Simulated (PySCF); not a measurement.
Below is a simulated gas-phase C 1s photoelectron spectrum of `CCN([SiH3])[SiH3]`.

Every computed line was given a Gaussian of 0.7 eV full width at half maximum and an area set by the number of equivalent atoms; the highest printed point is 100. Computed with delta-SCF UKS SCAN, pcX-2 on the ionised atom, pcseg-1 elsewhere, spin-free X2C (PySCF 2.14.0).

(binding energy (eV), intensity): (289.6, 0), (289.7, 1), (289.8, 2), (289.9, 5), (290.0, 10), (290.1, 19), (290.2, 34), (290.3, 52), (290.4, 73), (290.5, 90), (290.6, 99), (290.7, 99), (290.8, 88), (290.9, 71), (291.0, 55), (291.1, 45), (291.2, 45), (291.3, 54), (291.4, 69), (291.5, 86), (291.6, 98), (291.7, 100), (291.8, 92), (291.9, 75), (292.0, 55), (292.1, 36), (292.2, 21), (292.3, 11), (292.4, 5), (292.5, 2), (292.6, 1), (292.7, 0)

**Question.** Count the maxima, the lines and the sites behind this envelope.

**Answer.** The curve has 2 maxima (at 290.6 and 291.7 eV). Under it lie 2 lines from 2 inequivalent carbon sites.

**Question.** Decompose the envelope and assign each component. Numbering: `[CH3:1][CH2:2][N:3]([SiH3:4])[SiH3:5]`.

**Answer.** 
```csv
position (eV),relative area,line,atoms,environment
290.64,1,C 1s,C1,methyl carbon
291.68,1,C 1s,C2,sp3 carbon bound to nitrogen
```

**Question.** Above which line width would these two lines show one maximum?

**Answer.** Two equal Gaussians merge once their distance is under 2σ = FWHM/1.177. With 1.04 eV between them that is a full width over 1.22 eV.

The listed C 1s values span 1.04 eV, from C1 (bonded to C and 3 H) to C2 (bonded to N, C and 2 H). Summing the Pauling electronegativity differences to the bonded atoms, each weighted by its formal bond order, gives -1.05 for the lowest site and -0.21 for the highest.

The curve has no shake-up lines and no vibrational structure. Isolated species at its PBE0-D3(BJ)/def2-SVP geometry (one conformer only).

Time: 41 s of wall time. Hardware: one thread of an Arm Neoverse V1, no GPU, shared host.

Shape of the structure used: `[CH3:1][CH2:2][N:3]([SiH3:4])[SiH3:5]`: C1–C2–N3–Si4 84°.
